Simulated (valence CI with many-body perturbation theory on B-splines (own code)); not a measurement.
# Forbidden lines of Ir XXXVIII

Computed by configuration interaction combined with many-body perturbation theory (CI+MBPT): four valence electrons over a frozen Dirac-Fock core [Kr], radial functions for each j: 9 s, 9 p, 10 d, 8 f, 5 g, 3 h, 1 i, with the one-electron correlation potential Σ1, the two-electron term Σ2, the three-electron term Σ3, Breit, model QED; selected CI, second order for the rest (own B-spline code, finite nucleus).

The last digits are not significant, and no measured levels were compared; by estimate large intervals hold to a few tenths of a per cent, small ones and those within an open d or f shell to about a per cent. Only levels of the ground parity were solved; by the run's estimate the other parity begins above the list, which can be wrong where configurations are misplaced.

Lines 51 to 100 of 119 in falling wavelength, among levels below 885950 cm⁻¹, chosen from the decays that carry over 1 % of a level's rate. Wavelengths and rates use the calculated energies. Electric multipoles are in the length gauge, E1 and E2 with the static RPA response of the core. Weak lines are less certain than strong ones. Lines between different terms over intervals too small for the method are left out, as are lines whose strength nearly cancels. The highest levels of a list are the least certain. Branching is blank where the lifetime is uncertain.

Levels are named by their leading jj configuration (3d3/2^4 stands for four electrons in 3d with j = 3/2), which in mixed levels can hold well under half, so a name can repeat and another be missing. Letters in brackets count levels of one name in rising energy.

| λ vac (Å) | Upper | Lower | Type | A (s⁻¹) | Branch % |
| --- | --- | --- | --- | --- | --- |
| 550.1 | (4d3/2 4d5/2^3) J=3 [a] | (4d3/2^2 4d5/2^2) J=3 [a] | M1 | 8.50e+04 | 36.0 |
| 545.7 | (4d3/2 4d5/2^3) J=4 [a] | (4d3/2^2 4d5/2^2) J=4 [a] | M1 | 1.46e+05 | 70.3 |
| 543.9 | (4d3/2 4d5/2^3) J=4 [b] | (4d3/2^2 4d5/2^2) J=4 [c] | M1 | 3.80e+04 | 25.4 |
| 542.4 | (4d3/2^2 4d5/2^2) J=2 [a] | (4d3/2^3 4d5/2) J=1 | M1 | 1.33e+05 | 82.2 |
| 541.8 | (4d3/2^2 4d5/2^2) J=2 [b] | (4d3/2^3 4d5/2) J=3 | M1 | 4.25e+02 | 1.5 |
| 536.0 | (4d3/2 4d5/2^3) J=5 | (4d3/2^2 4d5/2^2) J=5 | M1 | 3.21e+04 | 27.9 |
| 534.3 | (4d3/2 4d5/2^3) J=2 [a] | (4d3/2^2 4d5/2^2) J=3 [b] | M1 | 5.71e+04 | 29.1 |
| 532.4 | (4d3/2 4d5/2^3) J=3 [b] | (4d3/2^2 4d5/2^2) J=2 [b] | M1 | 2.52e+04 | 17.6 |
| 531.2 | (4d5/2^4) J=4 | (4d3/2 4d5/2^3) J=5 | M1 | 3.89e+04 | 12.3 |
| 528.9 | (4d5/2^4) J=2 | (4d3/2 4d5/2^3) J=3 [b] | M1 | 2.50e+04 | 7.7 |
| 526.0 | (4d3/2^2 4d5/2^2) J=3 [b] | (4d3/2^3 4d5/2) J=2 | M1 | 2.29e+03 |  |
| 524.2 | (4d3/2 4d5/2^3) J=6 | (4d3/2^2 4d5/2^2) J=5 | M1 | 5.42e+04 | 54.6 |
| 521.5 | (4d3/2 4d5/2^3) J=3 [b] | (4d3/2^2 4d5/2^2) J=4 [b] | M1 | 1.87e+04 | 13.1 |
| 520.8 | (4d3/2 4d5/2^3) J=1 [b] | (4d3/2^2 4d5/2^2) J=2 [c] | M1 | 5.10e+04 | 29.0 |
| 519.3 | (4d3/2 4d5/2^3) J=3 [c] | (4d3/2^2 4d5/2^2) J=2 [c] | M1 | 3.60e+04 | 30.2 |
| 518.1 | (4d3/2 4d5/2^3) J=3 [a] | (4d3/2^2 4d5/2^2) J=2 [a] | M1 | 1.33e+05 | 56.3 |
| 515.6 | (4d3/2 4d5/2^3) J=3 [b] | (4d3/2^2 4d5/2^2) J=3 [b] | M1 | 5.45e+04 | 38.0 |
| 515.0 | (4d3/2^2 4d5/2^2) J=3 [b] | (4d3/2^3 4d5/2) J=4 | M1 | 5.07e+04 |  |
| 510.6 | (4d5/2^4) J=2 | (4d3/2 4d5/2^3) J=2 [a] | M1 | 8.29e+04 | 25.4 |
| 509.6 | (4d3/2^2 4d5/2^2) J=2 [b] | (4d3/2^3 4d5/2) J=2 | M1 | 2.18e+04 | 75.8 |
| 509.3 | (4d3/2^2 4d5/2^2) J=4 [b] | (4d3/2^3 4d5/2) J=4 | M1 | 5.89e+02 | 2.9 |
| 508.4 | (4d3/2^3 4d5/2) J=2 | (4d3/2^4) J=0 | E2 | 5.77e+01 | 3.2 |
| 499.0 | (4d3/2 4d5/2^3) J=2 [a] | (4d3/2^2 4d5/2^2) J=1 | M1 | 2.57e+04 | 13.1 |
| 483.7 | (4d3/2 4d5/2^3) J=5 | (4d3/2^2 4d5/2^2) J=4 [a] | M1 | 1.90e+04 | 16.5 |
| 479.7 | (4d3/2 4d5/2^3) J=2 [b] | (4d3/2^2 4d5/2^2) J=2 [c] | M1 | 5.47e+04 | 42.4 |
| 478.4 | (4d5/2^4) J=4 | (4d3/2 4d5/2^3) J=3 [a] | M1 | 1.00e+05 | 31.6 |
| 478.3 | (4d3/2 4d5/2^3) J=1 [a] | (4d3/2^2 4d5/2^2) J=2 [a] | M1 | 1.19e+05 | 39.5 |
| 472.3 | (4d5/2^4) J=4 | (4d3/2 4d5/2^3) J=4 [a] | M1 | 1.56e+05 | 49.3 |
| 469.5 | (4d3/2 4d5/2^3) J=1 [a] | (4d3/2^2 4d5/2^2) J=0 [a] | M1 | 1.11e+05 | 36.8 |
| 443.9 | (4d3/2^2 4d5/2^2) J=2 [c] | (4d3/2^3 4d5/2) J=3 | M1 | 1.01e+05 | 74.5 |
| 442.7 | (4d5/2^4) J=2 | (4d3/2 4d5/2^3) J=1 [a] | M1 | 1.16e+05 | 35.7 |
| 442.0 | (4d5/2^4) J=0 | (4d3/2 4d5/2^3) J=1 [b] | M1 | 2.96e+05 | 69.7 |
| 438.8 | (4d3/2 4d5/2^3) J=2 [a] | (4d3/2^2 4d5/2^2) J=3 [a] | M1 | 5.37e+04 | 27.4 |
| 429.7 | (4d3/2 4d5/2^3) J=1 [b] | (4d3/2^2 4d5/2^2) J=2 [b] | M1 | 3.86e+03 | 2.2 |
| 427.1 | (4d3/2 4d5/2^3) J=0 | (4d3/2^2 4d5/2^2) J=1 | M1 | 9.61e+04 | 92.8 |
| 426.1 | (4d3/2 4d5/2^3) J=3 [b] | (4d3/2^2 4d5/2^2) J=3 [a] | M1 | 1.60e+04 | 11.2 |
| 422.1 | (4d3/2^2 4d5/2^2) J=2 [c] | (4d3/2^3 4d5/2) J=2 | M1 | 3.20e+04 | 23.6 |
| 421.6 | (4d3/2 4d5/2^3) J=3 [c] | (4d3/2^2 4d5/2^2) J=4 [b] | M1 | 5.84e+03 | 4.9 |
| 418.6 | (4d3/2 4d5/2^3) J=3 [b] | (4d3/2^2 4d5/2^2) J=4 [a] | M1 | 1.87e+04 | 13.0 |
| 417.8 | (4d3/2^2 4d5/2^2) J=4 [c] | (4d3/2^3 4d5/2) J=3 | M1 | 3.40e+04 | 86.9 |
| 413.3 | (4d5/2^4) J=2 | (4d3/2 4d5/2^3) J=3 [a] | M1 | 8.35e+04 | 25.6 |
| 412.4 | (4d3/2^2 4d5/2^2) J=2 [b] | (4d3/2^3 4d5/2) J=1 | M1 | 5.26e+03 | 18.3 |
| 408.6 | (4d3/2 4d5/2^3) J=4 [b] | (4d3/2^2 4d5/2^2) J=3 [b] | M1 | 3.99e+04 | 26.6 |
| 406.7 | (4d3/2 4d5/2^3) J=3 [b] | (4d3/2^2 4d5/2^2) J=2 [a] | M1 | 3.60e+03 | 2.5 |
| 401.3 | (4d3/2 4d5/2^3) J=2 [b] | (4d3/2^2 4d5/2^2) J=2 [b] | M1 | 4.16e+03 | 3.2 |
| 396.7 | (4d3/2 4d5/2^3) J=1 [b] | (4d3/2^2 4d5/2^2) J=1 | M1 | 2.65e+04 | 15.0 |
| 391.8 | (4d3/2 4d5/2^3) J=2 [b] | (4d3/2^2 4d5/2^2) J=3 [b] | M1 | 1.32e+04 | 10.2 |
| 372.5 | (4d3/2 4d5/2^3) J=2 [b] | (4d3/2^2 4d5/2^2) J=1 | M1 | 2.54e+04 | 19.7 |
| 371.1 | (4d3/2 4d5/2^3) J=4 [b] | (4d3/2^2 4d5/2^2) J=5 | M1 | 5.23e+04 | 34.9 |
| 360.9 | (4d3/2^2 4d5/2^2) J=2 [d] | (4d3/2^3 4d5/2) J=3 | M1 | 1.40e+03 | 13.1 |
